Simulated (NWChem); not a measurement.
Species: AlBr₃; SMILES [Br][Al]([Br])[Br]

```xyz
4

Al     0.0000     0.0000     0.0000
Br    -2.2263     0.3237     0.0000
Br     1.3935     1.7662     0.0000
Br     0.8328    -2.0899     0.0000
```
Atoms are numbered in this order, from 1.

Level: B3LYP/6-31G* (spherical d) (NWChem), optimised geometry, unscaled harmonic frequencies. This build's default masses of Se (78.918 u) and Br (79.917 u) are each other's, which moves their modes by up to 0.6 %. B3LYP is NWChem's, with the RPA form of VWN correlation.

**Question.** List the harmonic frequencies with IR intensities, and the thermochemistry.

**Answer.** 
| frequency (cm⁻¹) | IR intensity (km/mol) |
|---|---|
| 92 | 2.3 |
| 92 | 2.3 |
| 169 | 18.4 |
| 226 | 0.0 |
| 500 | 160.2 |
| 500 | 160.2 |

The zero-point energy comes out as 2.3 kcal/mol, the thermal correction to the enthalpy at 298.15 K (with zero-point energy) is 6.6 kcal/mol and the heat capacity Cv comes out as 16.0 cal/(mol K). The entropy at 298.15 K and 1 atm (symmetry number 6) comes out as 83.3 cal/(mol K). The dipole moment comes out as 0.00 D.

Rigid rotor and harmonic oscillator; modes under 100 cm⁻¹ make the entropy uncertain.
